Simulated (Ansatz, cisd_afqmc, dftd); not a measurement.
Species: SnF, charge 0, doublet. SnF (SMILES [Sn][F], doublet).
B3LYP-D3(BJ)/def2-TZVP minimum from Ansatz (a quantum-chemistry and plane-wave program):
```xyz
2

Sn     0.0000     0.0000    -0.2995
F      0.0000     0.0000     1.6641
```
Charge 0, spin multiplicity 2.

Property: atomisation energy (electronic, to ground-state atoms), in kcal/mol. Open shells are spin-unrestricted; no spin-orbit coupling. Correlated methods leave the cores frozen (noble-gas shells, and filled d and f shells in the p block). Past Kr the def2 sets carry scalar-relativistic core potentials. AFQMC is phaseless with a CISD trial state; ± is one standard error, without the phaseless bias. Outlying blocks are dropped, and bars are widened where a walk drifts. Over all cases where full CI ran beside it in this data, AFQMC minus full CI had a median of +0.1 mEh and passed +0.4 mEh in a tenth of the cases. CBS(X,Y): correlation extrapolated as X^-3, Hartree-Fock from the larger set. A bracket is a step between two methods taken in the basis named. Spin-orbit terms, left out, reach several kcal/mol for Br and I, and more for heavier atoms. The spin of FSn ([F][Sn], doublet) was assumed, and the state is the lowest solution found for it.

```json
[
 {"level": "B3LYP/def2-TZVPD", "program": "Ansatz", "atomisation energy (kcal/mol)": "115.8", "difference against the last row": "-0.9"},
 {"level": "B2GP-PLYP-D4/def2-TZVPD", "program": "Ansatz + dftd4", "atomisation energy (kcal/mol)": "115.2", "difference against the last row": "-1.5"},
 {"level": "MP2/def2-TZVPP", "program": "Ansatz", "atomisation energy (kcal/mol)": "117.5", "difference against the last row": "0.8"},
 {"level": "CCSD(T)/def2-SVP", "program": "Ansatz", "atomisation energy (kcal/mol)": "98.5", "difference against the last row": "-18.2"},
 {"level": "AFQMC/CISD/def2-SVP", "program": "cisd_afqmc", "atomisation energy (kcal/mol)": "99.2 ± 0.4", "difference against the last row": "-17.5"},
 {"level": "CCSD(T)/CBS(def2-TZVPP,def2-QZVPP) + [CCSDT(Q) - CCSD(T)]/def2-TZVPP", "program": "Ansatz", "atomisation energy (kcal/mol)": "116.8", "difference against the last row": "0.1"},
 {"level": "CCSD(T)/CBS(def2-TZVPP,def2-QZVPP) + [CCSDT(Q) - CCSD(T)]/def2-QZVPP + [CCSDTQ - CCSDT(Q)]/def2-SVP", "program": "Ansatz", "atomisation energy (kcal/mol)": "116.7", "difference against the last row": "0.0"}
]
```
